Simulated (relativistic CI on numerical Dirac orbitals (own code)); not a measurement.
# Ne X: q coefficients

Computed by Dirac equation for one electron (own radial code, finite nucleus).

Configurations in the expansion: 1s, 2s, 2p. Levels of other configurations are missing.

With x = (α/α₀)² − 1 an excitation energy changes as ω = ω₀ + qx; K = 2q/ω₀ is the relative enhancement. Terms are leading LS components, so labels can repeat.

Lowest level 1s ²S1/2.

```json
{"Level": "2p ²P°1/2", "ω₀ (cm⁻¹)": "8240136", "q (cm⁻¹)": "10100", "K": "0.00245"}
{"Level": "2s ²S1/2", "ω₀ (cm⁻¹)": "8240137", "q (cm⁻¹)": "10100", "K": "0.00245"}
{"Level": "2p ²P°3/2", "ω₀ (cm⁻¹)": "8243801", "q (cm⁻¹)": "13770", "K": "0.00334"}
```
